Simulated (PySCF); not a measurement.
SMILES B[SiH2]C(F)(F)F (B3LYP/def2-SVP optimised geometry):

```
10

B     -1.768    -0.662     1.239
Si     0.236    -0.773     1.504
C      1.004     0.200     0.000
F      2.350     0.200     0.000
F      0.605     1.493     0.000
F      0.606    -0.333    -1.178
H     -2.350    -1.493     0.589
H     -2.405     0.249     1.703
H      0.743    -0.097     2.732
H      0.797    -2.151     1.430
```

Method: B3LYP/def2-TZVP (PySCF).

Question: What are the frontier orbital energies and the dipole moment?

Answer: HOMO-2 -9.69 eV, HOMO-1 -9.45 eV, HOMO -8.74 eV, LUMO -3.22 eV, LUMO+1 0.45 eV; dipole moment 2.37 D.

On the same geometry PBE/def2-TZVP (PySCF 2.14.0) gives HOMO-2 -8.45 eV, HOMO-1 -8.17 eV, HOMO -7.60 eV, LUMO -3.98 eV, LUMO+1 -0.17 eV; dipole moment 2.01 D.

Meta-Löwdin charges at B3LYP/def2-TZVP: B1 -0.14, Si2 0.48, C3 0.59, F4 -0.27, F5 -0.28, F6 -0.28, H7 0.04, H8 0.04, H9 -0.08, H10 -0.08.
